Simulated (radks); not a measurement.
Trend from Rb+ to Xe+: ionisation energy by Delta-SCF between NIST ground configurations, and size. Calculated with a radial shooting solver on a logarithmic mesh with Libxc functionals: Dirac Kohn-Sham, PBE, spin-unpolarised, spherical densities, finite nucleus; open shells fill j = l - 1/2 first; Fermi nuclear charge, rms radius of each element as measured or else 0.836 A^(1/3) + 0.57 fm.

[
 {"species": "Rb+", "configuration": "[Kr]", "IE (eV)": "27.289", "NIST (eV)": "27.290", "kind": "exp.", "-e(HOMO) (eV)": "21.361 (4p3/2)", "outermost": "4p3/2", "<r> outermost (bohr)": "1.73"},
 {"species": "Sr+", "configuration": "[Kr] 5s1", "IE (eV)": "11.005", "NIST (eV)": "11.030", "kind": "exp.", "-e(HOMO) (eV)": "8.347 (5s1/2)", "outermost": "5s1/2", "<r> outermost (bohr)": "3.90"},
 {"species": "Zr+", "configuration": "[Kr] 4d2 5s1", "IE (eV)": "12.923", "NIST (eV)": "13.130", "kind": "exp.", "-e(HOMO) (eV)": "9.927 (5s1/2)", "outermost": "5s1/2", "<r> outermost (bohr)": "3.43"},
 {"species": "Nb+", "configuration": "[Kr] 4d4", "IE (eV)": "14.080", "NIST (eV)": "14.320", "kind": "semi-emp.", "-e(HOMO) (eV)": "9.331 (4d3/2)", "outermost": "4d3/2", "<r> outermost (bohr)": "2.05"},
 {"species": "Mo+", "configuration": "[Kr] 4d5", "IE (eV)": "15.290", "NIST (eV)": "16.2", "kind": "semi-emp.", "-e(HOMO) (eV)": "10.260 (4d5/2)", "outermost": "4d5/2", "<r> outermost (bohr)": "1.91"},
 {"species": "Tc+", "configuration": "[Kr] 4d5 5s1", "IE (eV)": "14.826", "NIST (eV)": "15.260", "kind": "semi-emp.", "-e(HOMO) (eV)": "11.370 (5s1/2)", "outermost": "5s1/2", "<r> outermost (bohr)": "3.04"},
 {"species": "Ru+", "configuration": "[Kr] 4d7", "IE (eV)": "17.988", "NIST (eV)": "16.8", "kind": "semi-emp.", "-e(HOMO) (eV)": "12.364 (4d5/2)", "outermost": "4d5/2", "<r> outermost (bohr)": "1.65"},
 {"species": "Rh+", "configuration": "[Kr] 4d8", "IE (eV)": "19.298", "NIST (eV)": "18.080", "kind": "semi-emp.", "-e(HOMO) (eV)": "13.390 (4d5/2)", "outermost": "4d5/2", "<r> outermost (bohr)": "1.56"},
 {"species": "Pd+", "configuration": "[Kr] 4d9", "IE (eV)": "20.590", "NIST (eV)": "19.4", "kind": "semi-emp.", "-e(HOMO) (eV)": "14.406 (4d5/2)", "outermost": "4d5/2", "<r> outermost (bohr)": "1.47"},
 {"species": "Ag+", "configuration": "[Kr] 4d10", "IE (eV)": "21.868", "NIST (eV)": "21.484", "kind": "exp.", "-e(HOMO) (eV)": "15.415 (4d5/2)", "outermost": "4d5/2", "<r> outermost (bohr)": "1.40"},
 {"species": "Cd+", "configuration": "[Kr] 4d10 5s1", "IE (eV)": "17.126", "NIST (eV)": "16.908", "kind": "exp.", "-e(HOMO) (eV)": "13.057 (5s1/2)", "outermost": "5s1/2", "<r> outermost (bohr)": "2.65"},
 {"species": "In+", "configuration": "[Kr] 4d10 5s2", "IE (eV)": "19.235", "NIST (eV)": "18.870", "kind": "exp.", "-e(HOMO) (eV)": "14.923 (5s1/2)", "outermost": "5s1/2", "<r> outermost (bohr)": "2.48"},
 {"species": "Sn+", "configuration": "[Kr] 4d10 5s2 5p1", "IE (eV)": "14.350", "NIST (eV)": "14.633", "kind": "exp.", "-e(HOMO) (eV)": "10.559 (5p1/2)", "outermost": "5p1/2", "<r> outermost (bohr)": "2.84"},
 {"species": "Sb+", "configuration": "[Kr] 4d10 5s2 5p2", "IE (eV)": "16.385", "NIST (eV)": "16.63", "kind": "exp.", "-e(HOMO) (eV)": "12.315 (5p1/2)", "outermost": "5p1/2", "<r> outermost (bohr)": "2.61"},
 {"species": "Te+", "configuration": "[Kr] 4d10 5s2 5p3", "IE (eV)": "17.451", "NIST (eV)": "18.6", "kind": "exp.", "-e(HOMO) (eV)": "13.255 (5p3/2)", "outermost": "5p3/2", "<r> outermost (bohr)": "2.52"},
 {"species": "I+", "configuration": "[Kr] 4d10 5s2 5p4", "IE (eV)": "19.347", "NIST (eV)": "19.131", "kind": "exp.", "-e(HOMO) (eV)": "14.896 (5p3/2)", "outermost": "5p3/2", "<r> outermost (bohr)": "2.36"},
 {"species": "Xe+", "configuration": "[Kr] 4d10 5s2 5p5", "IE (eV)": "21.222", "NIST (eV)": "20.975", "kind": "semi-emp.", "-e(HOMO) (eV)": "16.526 (5p3/2)", "outermost": "5p3/2", "<r> outermost (bohr)": "2.22"}
]

Reference values: NIST Atomic Spectra Database (exp. = measured, semi-emp. = semi-empirical, theory = theoretical value adopted there). Spin polarisation and multiplet splitting are left out, so open shells lie too high by an amount that depends on their filling.

Beside tabulated values, note that spin-unpolarised runs miss the spin-polarisation part of the exchange energy of open shells.
